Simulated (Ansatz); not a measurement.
Consider the atomization: `BC[CH2][GaH2]` → B• + 2 C• + Ga• + 8 H•.

Calculated with Ansatz (gas phase, PBE0-D4/def2-TZVP geometries, no zero-point term in ΔE). CCSD(T)/CBS adds triple-zeta CCSD(T) − MP2 to the extrapolated MP2 energy (def2 sets, frozen cores). This one scheme is used for every species, atoms too. For atomizations the MP2-based limit and the directly extrapolated one differ by several kJ/mol either way, and by 10 to 25 for some Ge, Se and Sn compounds, so smaller differences from it don't rank the levels. DFT in def2-TZVPP. Open shells (•) are unrestricted, without spin–orbit coupling. Spin–orbit coupling would lower the free atoms: a little for B, C; clearly for Ga. Bonds to Ga are less sure, by a few kJ/mol each and by 10 to 20 or more in all where they break to atoms, as the def2 sets lack core-valence functions. Scalar relativity is left out up to krypton. Each species was taken in one conformer, which may not be the lowest.

`BC[CH2][GaH2]`:

Cartesian coordinates in Å:
```
B 1.433 -0.568 -0.035
C 0.725 0.681 0.518
C -0.793 0.546 0.671
Ga -1.374 -0.581 -0.860
H 2.597 -0.815 0.080
H 0.786 -1.345 -0.719
H 1.229 1.155 1.367
H 0.947 1.361 -0.336
H -1.031 0.039 1.609
H -1.293 1.517 0.698
H -1.129 -0.023 -2.315
H -2.098 -1.966 -0.678
```

```csv
level,ΔE (kJ/mol),difference from CCSD(T)/CBS
r2SCAN0-D4,4025.8,-3.3
ωB97M-V,4040.0,10.9
B2PLYP,3989.2,-39.9
PBE-QIDH,4031.6,2.5
revPBE,3914.6,-114.5
BLYP,3935.3,-93.8
CCSD(T)/def2-SVP,3865.3,-163.8
SCS-MP2/def2-TZVPP,3978.3,-50.8
CCSD(T)/def2-TZVPP,3959.0,-70.1
HF/CBS(def2),3090.3,-938.8
CCSD(T)/CBS,4029.1,0
```

Largest T1 diagnostic among the species: 0.014.

The D4 term adds +38.0 kJ/mol with B3LYP and +19.8 kJ/mol with PBE0; it sums over pairs of atoms, weighted by their polarisabilities, and B3LYP, whose exchange is more repulsive, gets the larger term. From BLYP to BHLYP (50 % exact exchange), in def2-TZVPP and without D4, ΔE moves by +5.0 kJ/mol.

B3LYP here is the variant with VWN-RPA as its local correlation; programs differ in this.
